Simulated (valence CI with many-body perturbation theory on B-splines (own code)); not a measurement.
# Re LV: what the settings do

Calculated by configuration interaction combined with many-body perturbation theory (CI+MBPT): three valence electrons over a frozen Dirac-Fock core [Ar], radial functions for each j: 6 s, 6 p, 5 d, 5 f, 1 g, with the one-electron correlation potential Σ1, the two-electron term Σ2, the three-electron term Σ3, Breit, model QED; selected CI, second order for the rest, scaled by the run's own slope (own B-spline code, finite nucleus).

The last digits are not significant, and no measured levels were compared; by estimate large intervals hold to a few tenths of a per cent, small ones and those within an open d or f shell to about a per cent. The list stops below the first excitations out of the core. Only levels of the ground parity were solved; by the run's estimate the other parity begins above the list, which can be wrong where configurations are misplaced.

The reference run has the lowest level (3d3/2^3) J=3/2 and an ionisation energy of 5237.57 eV. Its largest variational space holds 2181 state functions.

Levels are named by their leading jj configuration (3d3/2^4 stands for four electrons in 3d with j = 3/2), which in mixed levels can hold well under half, so a name can repeat and another be missing. Letters in brackets count levels of one name in rising energy.

Changed runs:
A. selection threshold (hartree) 2e-08 → 1e-06; QED terms on → off
B. screening of Σ1 on → off
C. Breit term on → off; QED terms on → off; selection threshold (hartree) 2e-08 → 1e-05
D. start configuration 3d3 → 3d4 (bad on purpose)

Excitation energies of the reference run in cm⁻¹, and shifts in cm⁻¹:

```tsv
Level	Reference	A	B	C
(3d3/2^2 3d5/2) J=5/2 [a]	566978	-1702	+233	+14540
(3d3/2^2 3d5/2) J=3/2	618635	-1680	+232	+11894
(3d3/2^2 3d5/2) J=9/2	648565	-1699	+234	+27379
(3d3/2^2 3d5/2) J=7/2	650126	-1727	+238	+23201
(3d3/2^2 3d5/2) J=1/2	662882	-1691	+235	+14024
(3d3/2^2 3d5/2) J=5/2 [b]	856587	-1765	+247	+13652
(3d3/2 3d5/2^2) J=7/2 [a]	1205380	-3388	+466	+30581
(3d3/2 3d5/2^2) J=9/2	1243420	-3417	+469	+38281
(3d3/2 3d5/2^2) J=3/2 [a]	1286840	-3398	+470	+24158
(3d3/2 3d5/2^2) J=1/2	1311180	-3407	+471	+26472
(3d3/2 3d5/2^2) J=11/2	1321340	-3410	+470	+45111
(3d3/2 3d5/2^2) J=5/2 [a]	1323280	-3359	+465	+26773
Ionisation energy (eV)	5237.57	-0.28	-0.046	+4.77
```

Run D: It gave no result: the electrons of core and valence do not add up to the charge. The program said: "core and valence hold 22 electrons, the ion has 21".
